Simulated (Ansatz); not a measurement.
Input for Ansatz (development build ahead of 0.2.0):

```yaml
crystal:
  periodic: [false, false, false]
  atoms:
    - { symbol: Al, position_ang: [0.0, 0.0, 0.0] }
basis:
  gaussian: { orbitals: STO-3G }
magnetization:
  spin_polarized: true
  initial_magnetization: 1
hamiltonian:
  xc: hf
correlation:
  method: ccsd_t
  frozen_orbitals: { Al: 5 }
```

The input is written out in the form of the current development build from the run's settings.

Results

```
Converged                       : yes
Reference energy                : -238.85836 hartree
CCSD correlation energy         : -0.02556 hartree
Triples correction              : 0.00000 hartree
Total energy                    : -238.88392 hartree
Spin squared of the determinant : 0.750
```
